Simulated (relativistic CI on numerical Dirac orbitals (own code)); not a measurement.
# Sb3+: calculation against measurement

Calculated at this level of theory: Dirac-Coulomb-Breit CI, orbitals from a KLI potential per configuration, QED by a radiative potential, valence Slater integrals scaled by 0.85, configuration energies shifted to the measured levels that pair with them (semi-empirical) (own radial code, finite nucleus).

Configurations in the expansion (outside the closed core [Kr]): 4d10 5s2, 4d10 5s 5p, 4d10 5p2, 4d10 5s 5d, 4d10 5s 6s, 4d10 5s 6p, 4d10 5s 4f, 4d10 5s 6d, 4d10 5s 7s, 4d10 5s 5f, 4d10 5d2, 4d10 5s 5g, 4d10 5p 5d, 4d10 4f2, 4d10 4f 5p, 4d10 5f2, 4d10 5s 7p, 4d10 5p 5f, 4d10 5g2, 4d10 5p 6s, 4d10 5p 5g, 4d9 5s2 4f, 4d10 5s 7d, 4d9 5s 5p2, 4d8 5s2 5p2, 4d10 5s 6f, 4d9 5s2 5p, 4d10 4f 5d, 4d9 5s 5p 6s, 4d10 5d 5f. Levels of other configurations are missing.

| Configuration | Term (tabulated) | J | Measured (cm⁻¹) | Computed | Error | Purity (%) |
| --- | --- | --- | --- | --- | --- | --- |
| 4d10 5s2 | 1S | 0 | 0.0 | 0 | 0 | 97 |
| 4d10 5s 5p | 3P° | 1 | 66700.0 | 66700 | 0 | 98 |
| 4d10 5s 5p | 3P° | 2 | 72560.0 | 72212 | -348 | 100 |
| 4d10 5s 5p | 1P° | 1 | 95952.0 | 97844 | 1892 | 96 |
| 4d10 5p2 | 3P | 0 | 152076.0 | 152979 | 903 | 95 |
| 4d10 5p2 | 1D | 2 | 155956.0 | 155146 | -810 | 62 |
| 4d10 5p2 | 3P | 1 | 156388.0 | 156813 | 425 | 99 |
| 4d10 5p2 | 3P | 2 | 163524.0 | 163099 | -425 | 82 |
| 4d10 5s 5d | 3D | 1 | 178914.0 | 178935 | 21 | 99 |
| 4d10 5s 5d | 3D | 2 | 179264.0 | 179243 | -21 | 99 |
| 4d10 5s 6s | 3S | 1 | 188622.0 | 188622 | 0 | 100 |
| 4d10 5s 6p | 1P° | 1 | 219028.0 | 219028 | 0 | 88 |
| 4d10 5s 4f | 3F° | 2 | 227059.0 | 227060 | 1 | 91 |
| 4d10 5s 4f | 3F° | 3 | 227144.0 | 227191 | 47 | 89 |
| 4d10 5s 4f | 1F° | 3 | 229592.0 | 228613 | -979 | 89 |
| 4d10 5s 6d | 3D | 1 | 254683.0 | 254696 | 13 | 100 |
| 4d10 5s 6d | 3D | 2 | 254826.0 | 254813 | -13 | 99 |
| 4d10 5s 6d | 3D | 3 | 255079.0 | 255020 | -59 | 100 |
| 4d10 5s 6d | 1D | 2 | 255558.0 | 257199 | 1641 | 97 |
| 4d10 5s 7s | 3S | 1 | 257771.0 | 259230 | 1459 | 100 |
| 4d10 5s 7s | 1S | 0 | 262912.0 | 261453 | -1459 | 100 |

Measured levels from Moore, Atomic Energy Levels, vol. III, NSRDS-NBS 35 (1971 reprint of NBS Circular 467, 1958); pairs were made by configuration, J and term (by order where the table uses no LS term), so strongly mixed levels may be paired wrongly. The analysis dates from before 1960.

Mean error by configuration (cm⁻¹): 4d10 5s 5p 515; 4d10 5p2 23; 4d10 5s 5d 0; 4d10 5s 6s 0; 4d10 5s 6p 0; 4d10 5s 4f -310; 4d10 5s 6d 395; 4d10 5s 7s 0. Over the excited levels the mean absolute error is 526 cm⁻¹ (20 of the 20 excited levels that our extract of the source holds in range could be paired), and the median relative error of those above 1,000 cm⁻¹ is 0.14 %, both after the shifts were fitted to these levels, so that a configuration with one level shows no error.

Configurations whose levels could be paired with our table of measured levels were shifted onto them, all but the ground configuration, by the median error of their levels; single terms can still be off by 1,000 to 2,000 cm⁻¹ or more, and rates follow the energies as ν³ (E1, M1) or ν⁵ (E2). The others borrow a shift and can be off by several thousand cm⁻¹ or more. The fine structure of a lone outer electron comes out too small, for d and f at times inverted, and misplaced configurations move strength between like terms. 20 of the 20 excited levels that our extract of the measured tables holds in this range could be paired (the sources list more); they are missed by 526 cm⁻¹ on average and 1892 at most, after the shifts were fitted to these levels, and levels without a partner can miss by more.

Shifts applied (cm⁻¹): 4d10 5s2 0; 4d10 5s 5p 3578; 4d10 5p2 3245; 4d10 5s 5d 3536; 4d10 5s 6s 3163; 4d10 5s 6p 3404; 4d10 5s 4f -1904; 4d10 5s 6d 4091; 4d10 5s 7s 5182.
